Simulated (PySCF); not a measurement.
Te(F)(Et) (C₂H₅FTe), SMILES CC[Te]F.

Geometry optimised at PBE0-D3(BJ)/def2-SVP. The def2 effective core potentials stand for the cores of Te; spin–orbit coupling is left out. One conformer was computed; it need not be the lowest.

The numbers are results of PBE0-D3(BJ)/def2-SVP (PySCF), not measurements.

Frequencies are harmonic and unscaled.

Q: Give all harmonic wavenumbers and intensities. (Estimate from the structure and the level; the computed values follow.)

A: 
```tsv
mode	ν (cm⁻¹)	IR (km/mol)	Raman (Å⁴/amu)	depolarisation	moving atoms (share of kinetic energy)
1	69	0.9	0.2	0.67	H 34 %, C 33 %, F 30 %
2	152	4.0	1.6	0.74	F 48 %, H 27 %, C 20 %
3	260	0.2	0.1	0.59	H 85 %, C 12 %
4	275	0.9	2.8	0.41	C 54 %, H 24 %, Te 16 %
5	513	1.5	26.6	0.28	C 70 %, H 22 %, Te 8 %
6	613	42.7	7.0	0.32	F 87 %, Te 13 %
7	715	9.7	0.6	0.45	H 83 %, C 16 %
8	956	11.4	4.1	0.74	H 84 %, C 16 %
9	987	1.2	5.0	0.70	H 82 %, C 18 %
10	1075	2.9	4.6	0.64	C 70 %, H 30 %
11	1218	25.9	13.2	0.34	H 71 %, C 29 %
12	1246	10.2	4.7	0.62	H 78 %, C 22 %
13	1386	6.0	6.1	0.67	H 81 %, C 19 %
14	1433	2.4	10.5	0.75	H 88 %, C 12 %
15	1458	10.7	14.5	0.74	H 97 %
16	1478	4.7	14.0	0.72	H 96 %
17	3055	21.6	182.4	0.09	H 97 %
18	3081	7.6	123.7	0.11	H 94 %
19	3147	5.1	121.5	0.72	H 91 %, C 9 %
20	3155	1.9	115.2	0.63	H 91 %, C 9 %
21	3173	6.0	12.3	0.67	H 90 %, C 10 %
```
